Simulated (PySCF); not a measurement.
Geometries of 3 isomers of CH8OSi2, from PBE0-D3(BJ)/def2-SVP geometry optimisation, gas phase (PySCF). One conformer each, no zero-point energy, no frequencies.

Question: Which isomer lies lowest at this level?
A.
```xyz
12
angstrom
C      2.095    0.494    0.012
Si     0.555   -0.402   -0.609
Si    -1.411    0.659    0.125
O     -2.786   -0.164   -0.360
H      2.134    1.523   -0.379
H      3.007   -0.029   -0.314
H      2.103    0.545    1.112
H      0.557   -0.471   -2.105
H      0.547   -1.816   -0.105
H     -1.529    2.025   -0.464
H     -1.349    0.807    1.619
H     -2.844   -1.086   -0.091
```
B.
```xyz
12
angstrom
C      1.987   -0.522    0.327
Si     0.766    0.685   -0.408
O     -0.768    0.344    0.106
Si    -2.157   -0.230    0.771
H      1.752   -1.555    0.026
H      3.009   -0.291   -0.016
H      1.977   -0.472    1.426
H      0.793    0.606   -1.901
H      1.104    2.081    0.004
H     -1.867   -1.409    1.644
H     -2.801    0.835    1.597
H     -3.102   -0.649   -0.306
```
C.
```xyz
12
angstrom
C      2.170   -0.665   -0.429
O      0.776   -0.658   -0.290
Si    -0.103    0.675    0.194
Si    -2.346    0.015    0.187
H      2.513    0.050   -1.200
H      2.491   -1.673   -0.734
H      2.683   -0.416    0.519
H      0.326    1.123    1.561
H      0.129    1.828   -0.739
H     -2.757   -0.417   -1.184
H     -3.204    1.169    0.605
H     -2.560   -1.115    1.142
```

Answer: B. That is `C[SiH2]O[SiH3]`, 23.2 kcal/mol below the next.

```tsv
SMILES	atoms numbered as above	E (Eh)	relative (kcal/mol)	relative (kJ/mol)	dipole (D)
C[SiH2]O[SiH3]	[CH3:1][SiH2:2][O:3][SiH3:4]	-696.55741	0.0	0.0	0.93
C[SiH2][SiH2]O	[CH3:1][SiH2:2][SiH2:3][OH:4]	-696.52045	23.2	97.0	1.56
CO[SiH2][SiH3]	[CH3:1][O:2][SiH2:3][SiH3:4]	-696.49175	41.2	172.4	1.14
```

As drawn, the lowest has an Si–C bond, which the highest lacks; the highest has an Si–Si bond, which the lowest lacks.
